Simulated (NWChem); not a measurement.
Program: NWChem. System: C2H6AlF, charge 0, spin multiplicity 1, at a geometry optimised with PBE0/def2-SVP. The structure started from a generated list of species. Level: G0W0@LDA (SVWN5)/def2-TZVP, RI basis def2-tzvp-rifit.

NWChem printed:

```
             Northwest Computational Chemistry Package (NWChem) 7.3.0
             --------------------------------------------------------

                                NWChem Input Module
                                -------------------

 Scaling coordinates for geometry "geometry" by  1.889725989
 (inverse scale =  0.529177249)

                             Geometry "geometry" -> ""
                             -------------------------

 Output coordinates in angstroms (scale by  1.889725989 to convert to a.u.)

  No.       Tag          Charge          X              Y              Z
 ---- ---------------- ---------- -------------- -------------- --------------
    1 Al                  13.0000    -0.02621200     0.01860600    -0.02910500
    2 C                    6.0000     1.77148700    -0.21313900    -0.73782500
    3 H                    1.0000     2.16029700    -1.22630100    -0.54181000
    4 H                    1.0000     2.47065000     0.48827300    -0.24963500
    5 H                    1.0000     1.82337400    -0.02813700    -1.82183000
    6 C                    6.0000    -0.66207500    -0.52937700     1.72671800
    7 H                    1.0000    -1.37757900    -1.36456300     1.63225600
    8 H                    1.0000    -1.20466800     0.28879300     2.22857600
    9 H                    1.0000     0.14807800    -0.86275500     2.39415400
   10 F                    9.0000    -1.14843100     0.76865600    -1.02185600

 Effective nuclear repulsion energy (a.u.)     152.4785139219

            Nuclear Dipole moment (a.u.)
            ----------------------------
        X                 Y               Z
 ---------------- ---------------- ----------------
    -0.0000207870    -0.0000075589     0.0000000000


 Summary of "ao basis" -> "" (spherical)
 ------------------------------------------------------------------------------
       Tag                 Description            Shells   Functions and Types
 ---------------- ------------------------------  ------  ---------------------
 *                         def2-tzvp                  on all atoms

 new library libraries.bse/

 Summary of "ri basis" -> "" (spherical)
 ------------------------------------------------------------------------------
       Tag                 Description            Shells   Functions and Types
 ---------------- ------------------------------  ------  ---------------------
 *                      def2-tzvp-rifit               on all atoms
[...]
    91      1.892499   6 C  s                42      1.603363   2 C  s
     5     -1.057290   1 Al s                20     -0.824556   1 Al pz
    18     -0.766412   1 Al px               83     -0.707409   5 H  s
    19      0.577772   1 Al py              126     -0.568316   8 H  s
   120     -0.439088   7 H  s               132     -0.321349   9 H  s

 center of mass
 --------------
 x =  -0.12828287 y =   0.08623067 z =  -0.11587885

 moments of inertia (a.u.)
 ------------------
         351.780718755801          60.580183429766          61.306248182059
          60.580183429766         586.738921434910          96.010171464720
          61.306248182059          96.010171464720         373.882612854838

     Multipole analysis of the density
     ---------------------------------

     L   x y z        total         alpha         beta         nuclear
     -   - - -        -----         -----         ----         -------
     0   0 0 0      0.000000    -20.000000    -20.000000     40.000000

     1   1 0 0      0.521915      0.260968      0.260968     -0.000021
     1   0 1 0     -0.349293     -0.174643     -0.174643     -0.000008
     1   0 0 1      0.464251      0.232126      0.232126      0.000000

     2   2 0 0    -25.074913   -103.250696   -103.250696    181.426480
     2   1 1 0      1.565180     15.430342     15.430342    -29.295505
     2   1 0 1     -0.905636     24.219184     24.219184    -49.344004
     2   0 2 0    -22.353037    -32.082947    -32.082947     41.812858
     2   0 1 1      1.710231     27.053495     27.053495    -52.396759
     2   0 0 2    -24.679260    -97.334690    -97.334690    169.990119

 Task  times  cpu:       27.8s     wall:       27.8s

                                NWChem Input Module
                                -------------------

                                 NWChem GW Module
                                 ----------------

                             ***********************
                             ***        GW       ***
                             ***********************

 Summary of "ri basis" -> "ri basis" (spherical)
 ------------------------------------------------------------------------------
       Tag                 Description            Shells   Functions and Types
 ---------------- ------------------------------  ------  ---------------------
 Al                     def2-tzvp-rifit             29      113   9s7p6d5f2g
 C                      def2-tzvp-rifit             22       76   8s6p4d3f1g
 H                      def2-tzvp-rifit              7       15   4s2p1d
 F                      def2-tzvp-rifit             22       76   8s6p4d3f1g

                 Memory Information
                 ------------------
          Available GA per process is          1699.8 MBs
          Available stack per process is        700.0 MBs
          Available heap per process is           0.0 MBs

          Peak memory in Initialization
              Peak GA per process is                 13.7 MBs
              Peak stack per process is               0.3 MBs
              Peak heap per process is               14.2 MBs
              Memory not in MA per process            0.0 MBs

          Peak memory in CDGW Calculation
              Peak GA per process is                 16.7 MBs
              Peak stack per process is               2.8 MBs
              Peak heap per process is                3.3 MBs
              Memory not in MA per process            0.0 MBs

          Computing 2-center integrals
          Computing Inverse Cholesky factor
          Computing 3-center integrals
          Computing Vxc

          Computing Sigma_x
          Computing W(iw) on the imaginary grid
          Solving quasiparticle equations

                  Alpha Orbitals
          State     Energy (eV)     Error (eV)
          -----------------------------------
@GW        17        -12.872           0.002
@GW        18        -12.763           0.002
@GW        19        -11.412           0.002
@GW        20         -9.754           0.002
@GW        21          1.272           0.002
@GW        22          1.463           0.005

     GW Timing Statistics
   ------------------------
   Init.   :          0.1s
     ERIs  :          1.5s
     Distr.:          0.0s
     Vxc   :          0.3s
   Vmo     :          0.0s
   iW      :          2.8s
   I_n     :          0.0s
   R_n     :          0.7s
   GW total:          5.5s

 Task  times  cpu:        5.5s     wall:        5.5s

 Total times  cpu:       33.3s     wall:       33.3s
```

Write an NWChem input that would produce this output.

This is not unique; one that fits is 
```
start mol
memory heap 200 mb stack 700 mb global 1700 mb
geometry units angstroms nocenter noautoz noautosym
  Al    -0.026212     0.018606    -0.029105
  C      1.771487    -0.213139    -0.737825
  H      2.160297    -1.226301    -0.541810
  H      2.470650     0.488273    -0.249635
  H      1.823374    -0.028137    -1.821830
  C     -0.662075    -0.529377     1.726718
  H     -1.377579    -1.364563     1.632256
  H     -1.204668     0.288793     2.228576
  H      0.148078    -0.862755     2.394154
  F     -1.148431     0.768656    -1.021856
end
basis spherical
  * library def2-tzvp
end
basis "ri basis" bse spherical
  * library def2-tzvp-rifit
end
dft
  xc slater vwn_5
  iterations 100
  direct
  tolerances tight
end
task dft energy
gw
  method cdgw
  states alpha occ 4 vir 2
end
task dft gw
```
